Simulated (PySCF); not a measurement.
## SbF₃: from structure and modes to constants

Level of theory: PySCF, PBE, basis Sb def2-TZVP with ECP28, F def2-TZVP (scalar-relativistic core potentials, no spin–orbit coupling, density fitting).

The singlet minimum has C3v symmetry. Masses (u): Sb 120.90382, F 18.99840.

```xyz
4
charge 0 multiplicity 1, angstrom
Sb    0.0000    0.0000   -0.3227
F     1.6391    0.0000    0.6730
F    -0.8195    1.4195    0.6730
F    -0.8195   -1.4195    0.6730
```

Harmonic wavenumbers (cm⁻¹): 184.8 (e, ×2), 223.3 (a1, ×1), 601.5 (e, ×2), 621.7 (a1, ×1).

Q: Find the principal moments of inertia and the rotational constants. What kind of rotor is it?

A: About the centre of mass I = 114.96, 114.96, 153.12 u Å². With B = 16.8576/I this gives 0.1466, 0.1466, 0.1101 cm⁻¹. The molecule is an oblate symmetric top.

Q: What is the harmonic zero-point energy?

A: Half the sum of all 6 wavenumbers, 2418/2 = 1209 cm⁻¹, which is 14.5 kJ/mol (1 cm⁻¹ = 0.0119627 kJ/mol).

Q: Give the standard entropy (298.15 K, 1 bar) by its translational, rotational, vibrational and spin parts, and Cp.

A: Sackur–Tetrode with M = 177.90 u gives 173.5; rotation with symmetry number 3 gives 99.8; vibration 32.6; spin R ln 1 = 0.0. The total is 305.9 J/(mol K), and Cp = 4 R + 35.9 = 69.1 J/(mol K).
